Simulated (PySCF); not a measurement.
## C6H5N2O: g tensor and hyperfine couplings

C6H5N2O (doublet state).
Structure used (GFN2-xTB), in Å, numbered top down from 1:
```
atom  x, y, z in Å
N1     3.3392   -1.2050    0.2740
C2     2.2157   -1.1706    0.0092
C3     0.8744   -1.1264   -0.3225
C4     0.0864    0.0176   -0.1689
C5     0.5958    1.1775    0.3595
O6    -0.1637    2.2836    0.5034
C7    -1.3670   -0.0398   -0.5836
C8    -2.0817   -0.9801    0.2452
N9    -2.6302   -1.7322    0.9075
H10    0.4372   -2.0323   -0.7157
H11    1.6325    1.2193    0.6662
H12    0.3392    3.0014    0.9022
H13   -1.4558   -0.3601   -1.6263
H14   -1.8226    0.9466   -0.4723
```

The hyperfine couplings belong to this conformer and change with its torsions.

The species is `N#C/C=C(\[CH]O)CC#N` [radical].

Theory: UKS B3LYP, pcH-1 on C H N O, non-relativistic, mean-field spin-orbit, GIAO (PySCF 2.14.0). Isolated species at its GFN2-xTB geometry (one conformer only). The geometry wasn't refined by DFT: couplings that depend on bond lengths, twists or pyramidal angles can differ widely from those at the functional's own minimum. No stability test was run, so a lower SCF solution isn't excluded. ⟨S²⟩ is 0.774 where a pure state has 0.75.

- g1, g2, g3: 2.00217, 2.00311, 2.00414
- g_iso: 2.00314
- Form of g: rhombic: the two nearest values differ by 48 % of g3 − g1
- ⟨S²⟩: 0.7738 (exact 0.7500)
- HOMO–LUMO gap, α and β orbitals: 5.17, 4.69 eV
- Total energy: -416.31568 Eh

Isotropic coupling and dipolar principal values T1 to T3, in MHz:

```tsv
atom	isotope	a_iso	T1	T2	T3	Mulliken spin population
N1	14N	5.4	-11.0	-8.4	19.4	0.23
C2	13C	-39.3	-12.4	-0.9	13.3	-0.13
C3	13C	49.3	-47.8	-46.0	93.8	0.60
C4	13C	-41.0	-19.6	7.9	11.7	-0.18
C5	13C	39.5	-39.5	-39.0	78.6	0.45
O6	17O	-13.7	-44.5	21.6	22.9	0.09
C7	13C	3.0	-0.9	0.0	0.9	0.01
C8	13C	-8.8	-0.7	-0.2	0.8	0.00
N9	14N	0.1	-0.4	0.1	0.3	0.00
H10	1H	-40.7	-22.4	-0.6	23.0	-0.03
H11	1H	-32.1	-15.6	-2.7	18.2	-0.02
H12	1H	-8.7	-9.2	-5.6	14.7	0.00
H13	1H	-9.8	-1.9	-0.8	2.7	0.00
H14	1H	-1.6	-2.2	-1.3	3.5	0.00
```

The largest Mulliken spin populations are on C3 (+0.60), C5 (+0.45), N1 (+0.23) and C4 (-0.18). Three atoms exceed +0.15. The angles at C3 add up to 360.0°, so it is planar.

C5, the radical centre as drawn in `N#C/C=C(\[CH]O)CC#N`, holds a spin population of +0.45 out of 1.

Axes: g3 points within 2° of the C3–H10 bond.

Under fast tumbling the dipolar parts average out, and these isotropic splittings remain: 1 × 1H (H10, I = 1/2, 2 lines) with 1.45 mT, 1 × 1H (H11, I = 1/2, 2 lines) with 1.15 mT, 1 × 1H (H12, I = 1/2, 2 lines) with 0.31 mT, 2 × 1H (H13/H14, I = 1/2, 3 lines) with 0.20 mT and 1 × 14N (N1, I = 1, 3 lines) with 0.19 mT.

Means are taken over nuclei equivalent by connectivity, which assumes that they swap fast. The 1H value of -5.7 MHz is a mean of couplings from -9.8 to -1.6 MHz in this one geometry, not an average over conformers.

The 13C coupling of C3 (49.3 MHz) shows only in satellite lines or after enrichment, since that isotope makes up about 1.07 % of natural carbon.

The 17O coupling of O6 (-13.7 MHz) shows only in satellite lines or after enrichment, since that isotope makes up about 0.038 % of natural oxygen.
